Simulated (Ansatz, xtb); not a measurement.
## B2H8N2: where a starting geometry ends

The starting geometry of this gas-phase singlet was built from a drawn formula by distance geometry; its bonds are those of `[BH2-]1[NH2+][BH2-][NH2+]1`.

```xyz
12

B    -0.9643   -0.0546   -0.1780
B     0.9647   -0.0011    0.1691
N    -0.2159   -0.2240    1.1030
N     0.2710    0.2195   -1.1143
H    -1.6264   -0.9968   -0.5115
H    -1.7032    0.9815   -0.1293
H    -0.2500   -1.1958    1.4745
H    -0.3050    0.5669    1.7909
H     1.6171    0.9942    0.5291
H     1.6900   -0.9768    0.1446
H     0.2515    1.1860   -1.4563
H     0.3475   -0.5542   -1.7876
```

Predict what it relaxes into with r2SCAN-D4/def2-SVP.

It keeps its bonds, and is `[BH2-]1[NH2+][BH2-][NH2+]1`.

The energy falls by 0.79 eV over 5 steps:

| step | E − E(last) (eV) |
| --- | --- |
| 1 | 0.792 |
| 2 | 0.209 |
| 3 | 0.002 |
| 4 | 0.001 |
| 5 | 0.000 |

Final geometry (Å):

```
atom    x (Å)    y (Å)    z (Å)
   B  -1.0841  -0.0111  -0.2046
   B   1.0967   0.0052   0.2109
   N  -0.2049  -0.2260   1.1204
   N   0.2179   0.2123  -1.1155
   H  -1.6869  -1.0218  -0.5169
   H  -1.7644   0.9966  -0.1359
   H  -0.2780  -1.1489   1.5430
   H  -0.3498   0.4661   1.8523
   H   1.6900   1.0220   0.5225
   H   1.7861  -0.9963   0.1451
   H   0.2925   1.1320  -1.5447
   H   0.3618  -0.4853  -1.8424
```

From the same start GFN2-xTB reaches the same bonding as this run.

The end wasn't checked by frequencies. Run with Ansatz 0.2.0, 7.8 s on 2 threads of Arm Neoverse V2 (shared host).
